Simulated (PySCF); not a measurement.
## Two-photon absorption: SMILES FC(F)(F)c1cc[cH-]c1, [C6H4F3]-, charge -1

Geometry (Å), atoms numbered from 1 in this order:
```xyz
13

F     2.2832    1.4690    0.3009
C     1.8715    0.2175   -0.0173
F     2.5441   -0.6214    0.8134
F     2.4437   -0.0176   -1.2399
C     0.4215    0.0551    0.0337
C    -0.5344    1.0862   -0.1438
C    -1.8060    0.4973   -0.1009
C    -1.6433   -0.8965    0.0986
C    -0.2710   -1.1732    0.1774
H    -0.3058    2.1455   -0.2787
H    -2.7590    1.0267   -0.1925
H    -2.4493   -1.6308    0.1880
H     0.1925   -2.1502    0.3321
```

Total charge -1.

Method used: TDDFT CAM-B3LYP/aug-cc-pVDZ excited states, vertical, gas phase in PySCF. Geometry: PBE0-D3(BJ)/def2-SVP.

For a gas-phase anion, states above the detachment energy (about 2.2 eV, taken as minus the energy of the highest occupied orbital) lie in the continuum and depend on the basis.

(1) Give the one- and two-photon strengths of the lowest singlets.

Results:

(1) δ for parallel linear polarisation; σ at the peak of a Lorentzian of half width 0.1 eV, single beam; Ω is circular over linear.
| state | E (eV) | f | photon λ (nm) | δ (au) | σ (GM) | Ω | main |
| --- | --- | --- | --- | --- | --- | --- | --- |
| S1 | 3.37 | 0.000 | 737 | 619 | 2.57 | 1.50 | HOMO→LUMO 0.92 |
| S2 | 3.45 | 0.013 | 718 | 652 | 2.85 | 1.50 | HOMO−1→LUMO 0.92 |
| S3 | 3.67 | 0.019 | 676 | 3.36 | 0.02 | 1.50 | HOMO→LUMO+1 0.92 |
| S4 | 3.81 | 0.000 | 650 | 3.08 | 0.02 | 1.50 | HOMO−1→LUMO+1 0.86, HOMO→LUMO+2 0.11 |
| S5 | 3.89 | 0.000 | 637 | 341 | 1.90 | 1.50 | HOMO→LUMO+2 0.83, HOMO−1→LUMO+1 0.10 |
| S6 | 3.97 | 0.009 | 624 | 28.3 | 0.16 | 1.20 | HOMO−1→LUMO+2 0.96 |

Among these, the strongest one-photon state is S3, the strongest two-photon state S2.
